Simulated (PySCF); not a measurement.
From one molecule to another.

First species: C7H15OP.
SMILES: `CC(C)(C)[C@@H]1CC[P@@H]1=O`

Second species: C₅H₆F₄O₂.
SMILES: `FC(F)O[C@@H](F)[C@@H]1OC[C@H]1F`

Levels: PBE0/pcSseg-1 for dipole moment, HOMO energy, LUMO energy and HOMO–LUMO gap; GFN2-xTB for rotational constant A and rotational constant C. Geometries: GFN2-xTB. Each structure is a single optimised conformer of the isolated species, non-relativistic unless stated; the electronic structure was computed with PySCF and density fitting.

Dipoles, sizes and rotational constants follow the conformer. The torsions of the flexible species, by atom-mapped SMILES:
- `[CH3:1][C:2]([CH3:3])([CH3:4])[C@@H:5]1[CH2:6][CH2:7][P@@H:8]1=[O:9]`: C1–C2–C5–C6 -71°
- `[F:1][CH:2]([F:3])[O:4][C@@H:5]([F:6])[C@@H:7]1[O:8][CH2:9][C@H:10]1[F:11]`: F1–C2–O4–C5 69°, C2–O4–C5–F6 63°, O4–C5–C7–O8 145°

```csv
property,column X,column Y
dipole moment,3.73 D,1.24 D
HOMO energy,-7.48 eV,-8.15 eV
LUMO energy,0.61 eV,1.12 eV
HOMO–LUMO gap,8.09 eV,9.27 eV
rotational constant A,2.104 GHz,1.765 GHz
rotational constant C,0.920 GHz,0.547 GHz
```

(1) Which column belongs to which species?

(2) How does each property change from the first species to the second?

## Answers

(1) Column X is the first species and column Y the second. The first has 24 atoms and 80 electrons, the second 17 and 88.

(2) dipole moment -2.49 D; HOMO energy -0.67 eV; LUMO energy +0.51 eV; HOMO–LUMO gap +1.18 eV; rotational constant A -0.339 GHz; rotational constant C -0.373 GHz.

On the first: The dipole equals about 12.5 × 10⁻³⁰ C·m (1 D = 3.33564 × 10⁻³⁰ C·m).

On the second: The dipole equals about 4.1 × 10⁻³⁰ C·m (1 D = 3.33564 × 10⁻³⁰ C·m). A dipole of 1.24 D is allowed in C1, and pure rotational transitions are dipole-allowed.
